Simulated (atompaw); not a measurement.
**PBEsol PAW (atompaw) dataset for lutetium (Lu), scalar-relativistic all-electron reference.**

lutetium (Lu), PAW, made with atompaw 4.2.0.5 (PBEsol, scalar-relativistic). Core [Kr] 4d10, reference 4f14 5s2 5p6 5d1 6s1 6p1. Waves: 5s (bound): rc 1.75 bohr; 6s (bound): rc 1.70 bohr; 5p (bound): rc 1.45 bohr; 6p (bound): rc 2.75 bohr; 5d (bound): rc 1.85 bohr; 5d channel at 2.15 Ry: rc 2.75 bohr; 4f (bound): rc 1.20 bohr; 4f channel at 2.45 Ry: rc 1.20 bohr. Local part: vpsmatchnc scheme with l = 4 at 1 Ry, radius 2.00 bohr. Core correction: smooth core density matched at 2.20 bohr. Augmentation charge: sinc compensation charge, radius 2.55 bohr; PAW radius 2.75 bohr; waves and projectors: custom polynom2 7 10 vanderbiltortho.

All-electron outer shells of the reference configuration (PBEsol, scalar-relativistic, ld1.x):

```
shell  level (eV)  outermost node (bohr)  outermost maximum (bohr)
   4p     -359.28                   0.25                      0.47
   4d     -193.23                   0.23                      0.48
   5s      -62.57                   0.57                      1.04
   5p      -33.15                   0.61                      1.19
   4f      -11.12                      –                      0.47
   6s       -5.52                   1.41                      3.00
   5d       -2.87                   0.68                      1.80
   6p       -1.98                   1.72                      4.21
```

What the tests gave:

```
Lowest eigenvalue of the overlap operator                : 0.15 (s channel)
Overlap eigenvalues printed by atompaw (projector basis) : 0.198, 0.456, 0.872, 12.1, 107, 1.76e+03, 1.07e+04, 1.07e+07
Share of each valence orbital outside the PAW sphere     : 5s 0 %, 6s 72 %, 5p 2 %, 6p 93 %, 5d 40 %, 4f 0 %
```

A Bessel basis up to 400 Ry misses an occupied level by 0.07 Ry, so cutoffs and ghosts were not judged.

Generation and tests took about 18 s on one core of a shared server CPU.
